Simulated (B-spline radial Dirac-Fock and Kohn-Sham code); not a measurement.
Two-hole binding energies of Pd⁺

System: Pd⁺, [Kr] 4d9.

The run's input, task.json:

```json
{"items": [{
  "Z": 46,
  "q": 1,
  "cfg": [[1, 0, 2], [2, 0, 2], [2, 1, 6], [3, 0, 2], [3, 1, 6], [3, 2, 10], [4, 0, 2], [4, 1, 6], [4, 2, 9]],
  "A": 106,
  "rrms": 4.5318,
  "do": ["binding", "quiet", "double"]
}]}
```

Launch: `python xray_run.py task.json out`

Level of theory: ΔSCF Dirac-Fock with Breit, self-energy and vacuum polarisation, finite nucleus, configuration average; a radial finite-basis atomic code. U is the two-hole binding energy less the two single-hole energies, the effective repulsion of the holes after relaxation. Each two-hole energy is an average over J within one jj subconfiguration.

```
          holes  E(a) (eV)  E(b) (eV)  E(ab) (eV)  U (eV)
           1s⁻²    24368.6    24368.6     49455.5   718.2
   1s⁻¹ 3p1/2⁻¹    24368.6      581.2     25005.8    55.9
   1s⁻¹ 3d3/2⁻¹    24368.6      358.9     24775.8    48.3
           2s⁻²     3629.4     3629.4      7372.3   113.4
2p1/2⁻¹ 2p3/2⁻¹     3350.3     3193.2      6670.6   127.1
        2p3/2⁻²     3193.2     3193.2      6513.8   127.4
   2s⁻¹ 3p1/2⁻¹     3629.4      581.2           ?       ?
   2s⁻¹ 3p3/2⁻¹     3629.4      553.1      4228.0    45.5
   2p1/2⁻¹ 3s⁻¹     3350.3      691.7      4087.8    45.8
2p1/2⁻¹ 3p3/2⁻¹     3350.3      553.1      3950.6    47.2
   2p3/2⁻¹ 3s⁻¹     3193.2      691.7      3930.5    45.6
2p1/2⁻¹ 3d3/2⁻¹     3350.3      358.9      3756.6    47.4
        3p3/2⁻²      553.1      553.1      1141.8    35.5
        3d3/2⁻²      358.9      358.9       756.4    38.5
```

Question: Give the missing two-hole energy and U.

Answer: E(ab) = 4257.4 eV and U = 46.8 eV.

Values without a named source are computed, but for edge energies of neutral atoms, which are taken from tables.
